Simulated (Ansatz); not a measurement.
Calculated with Ansatz (gas phase, PBE0-D4/def2-TZVP geometries, no zero-point term in ΔE). CCSD(T)/CBS adds triple-zeta CCSD(T) − MP2 to the extrapolated MP2 energy (def2 sets, frozen cores). Functionals use def2-TZVPP. B3LYP here is the variant with VWN-RPA as its local correlation; programs differ in this. Each species was taken in one conformer, which may not be the lowest.

`[SiH3]OB(Cl)O[SiH3]` + `NB(O)F` → `OB(F)N[SiH3]` + `OB(Cl)O[SiH3]`  (ligand exchange at the Si–O bond)

`[SiH3]OB(Cl)O[SiH3]`:

```xyz
12

Si    0.248   -0.825   -2.619
O    -0.014   -0.906   -0.983
B     0.003    0.011   -0.003
Cl    0.371    1.721   -0.399
O    -0.252   -0.332    1.270
Si   -0.312    0.528    2.688
H    -0.743    0.082   -3.247
H     1.624   -0.344   -2.888
H     0.078   -2.204   -3.129
H     1.008    1.144    2.963
H    -1.358    1.575    2.601
H    -0.652   -0.451    3.745
```

`NB(O)F`:

Cartesian coordinates in Å:
```
N -0.088 0.436 -0.823
B 0.406 -0.056 0.398
O -0.278 -0.849 1.272
F 1.654 0.268 0.754
H 0.479 1.016 -1.415
H -1.005 0.254 -1.183
H -1.168 -1.069 0.997
```

`OB(F)N[SiH3]`:

Z-matrix (Å, degrees):
```
Si
N 1 1.739
H 1 1.484 2 111.5
H 1 1.484 2 111.5 3 -121.6
H 1 1.486 2 106.4 3 119.2
B 2 1.410 1 126.1 3 60.9
H 2 1.007 1 117.6 3 -119.0
F 6 1.343 2 120.4 1 -180.0
O 6 1.362 2 119.8 1 0.0
H 9 0.959 6 113.3 2 -180.0
```

`OB(Cl)O[SiH3]`:

Cartesian coordinates in Å:
```
O 0.332 -0.681 -1.563
B 1.015 0.107 -0.697
Cl 2.650 0.667 -1.100
O 0.469 0.476 0.473
Si -1.007 0.142 1.155
H 0.816 -0.882 -2.367
H -1.029 0.846 2.457
H -1.151 -1.320 1.360
H -2.095 0.644 0.282
```

```csv
level,ΔE (kJ/mol)
r2SCAN-D4,33.9
PBE0-D4,30.6
B3LYP-D4,36.0
BHLYP-D4,38.4
CAM-B3LYP-D4,35.7
BHLYP,35.4
HF/def2-TZVPP,37.5
MP2/CBS(def2),35.1
```

(1) What does CCSD(T)/CBS give? (An estimate is asked.)

Largest T1 diagnostic among the species: 0.012.

Results:

(1) Ansatz gave: +34.2 kJ/mol. The listed levels differ from it by -0.3, -3.6, 1.8, 4.2, 1.5, 1.2, 3.3, 0.9 kJ/mol.

At CCSD(T), def2-SVP lies −13.0 kJ/mol from the extrapolated value and def2-TZVPP −2.0 kJ/mol. In def2-TZVPP, CCSD(T) changes the Hartree–Fock value by −5.3 kJ/mol (the triples alone add −0.4 kJ/mol) and MP2 by −4.4 kJ/mol. Leaving LDA and LC-ωPBE aside and taking each functional with its dispersion term where it has one, the values, not all of them listed here, spread over 9.9 kJ/mol, from revPBE-D4 to BHLYP-D4.

CCSD(T)/CBS has its own doubt, a few kJ/mol and more with outer-core shells, so smaller differences from it don't rank the levels.
